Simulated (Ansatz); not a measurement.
## Relative stability

The two ends of one reaction step of GaAsH$_{6}$S, closed shell (PBE0-D4/def2-TZVP).

A:

```
9
angstrom
Ga -1.0118 0.1212 -1.0183
S 0.7943 -0.6870 -2.0911
H -2.1377 -0.9408 -0.7879
H -1.2225 1.6717 -1.0624
H 1.5271 0.6431 1.4499
As 0.2082 -0.0830 1.3665
H 1.3652 0.5138 -2.2740
H 0.7416 -1.4650 1.6449
H -0.2643 0.2259 2.7725
```

B:

| atom | x (Å) | y (Å) | z (Å) |
| --- | --- | --- | --- |
| Ga1 | -1.2298 | -0.0351 | -0.3640 |
| S2 | 1.0668 | -0.0288 | -1.5932 |
| H3 | -1.6852 | -1.4314 | -0.9294 |
| H4 | -1.7369 | 1.3058 | -1.0134 |
| H5 | 1.6474 | -0.9608 | -0.8191 |
| As6 | -0.5813 | 0.0497 | 1.9917 |
| H7 | 1.6062 | 0.9781 | -0.8859 |
| H8 | 0.4747 | -1.0399 | 1.8410 |
| H9 | 0.4381 | 1.1623 | 1.7724 |

Computed with Ansatz 0.2.0 (basis: def2-TZVPP); correlated methods freeze the cores. Filled d shells of the heavier atoms are correlated. The def2 sets are not built for correlating such inner shells, so the correlated values are less sure here. B3LYP uses VWN-RPA correlation.

Question: Which structure is lower at CCSD(T), and by how much? (An estimate is asked for; the value comes from the calculation.)

Answer: By the calculation: A, by 7.59 kcal/mol (electronic energy, against the other). By their contacts, A is GaAsH₆S ([SH][GaH2][AsH3]) and B is GaAsH₆S ([SH2][GaH2][AsH2]).

All methods give the same order:

```
      method  E(B) − E(A) (kcal/mol)
       SPW92                    6.37
      PBE-D4                    6.44
     BLYP-D4                    6.37
   r2SCAN-D4                    7.32
      B97M-V                    9.21
     PBE0-D4                    7.22
    B3LYP-D4                    7.02
  r2SCAN0-D4                    7.60
    BHLYP-D4                    8.14
CAM-B3LYP-D4                    7.65
     wB97X-V                    8.14
     wB97M-V                    7.03
      B2PLYP                    7.53
    PBE-QIDH                    8.16
  RPA on PBE                    6.95
          HF                    9.88
         MP2                    8.06
        CCSD                    7.81
     CCSD(T)                    7.59
```

The T1 diagnostic stays at or below 0.013.

Labels in which every atom is bracketed show which atoms are joined, not bond orders.

For scale, one of the runs: CCSD(T)/def2-TZVPP, 222 basis functions, launched by `ansatz run in.yaml --threads 8 --pin off --events-out ev --progress --plain --max-ram 19148MiB`. Time: 82 s of wall clock on 8 CPU threads of an Arm Neoverse V1; the host was shared. Peak host memory: 3.4 GiB.
